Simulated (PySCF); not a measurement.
## Fractional electron number in Cr⁺ (chromium, charge +1)

The 3d alpha orbital of [Ar] 3d5 is emptied in steps (occupation f), with all orbitals relaxed, ending at [Ar] 3d4. Computed with PySCF 2.14 in aug-cc-pVTZ (8s7p5d3f2g, 93 functions), with no relativity, point nucleus. The exact energy is a straight line in f; departures are measured from the line between the end points of the same method.

```csv
f,LDA (eV),PBE (eV)
1,0.000,0.000
0.8,-1.047,-1.018
0.6,-1.597,-1.551
0.4,-1.621,-1.573
0.2,-1.097,-1.063
0,0.000,0.000
```

```json
{"method": "LDA", "E(f=0) − E(f=1) (eV)": "17.637", "−ε at f=1 (eV)": "11.205", "−ε at f=0.4 (eV)": "18.868"}
{"method": "PBE", "E(f=0) − E(f=1) (eV)": "17.247", "−ε at f=1 (eV)": "10.992", "−ε at f=0.4 (eV)": "18.449"}
```

Orbital energy along the path (eV):

```
  f      LDA      PBE
  1  -11.205  -10.992
0.8  -13.621  -13.347
0.6  -16.180  -15.838
0.4  -18.868  -18.449
0.2  -21.673  -21.165
  0  -24.582  -23.970
```

Reference removal energy between the ground levels: 16.486 eV (measured; NIST Atomic Spectra Database, ionization energies). The calculation has no spin-orbit coupling. The determinant left behind need not be the lowest term of the ion.
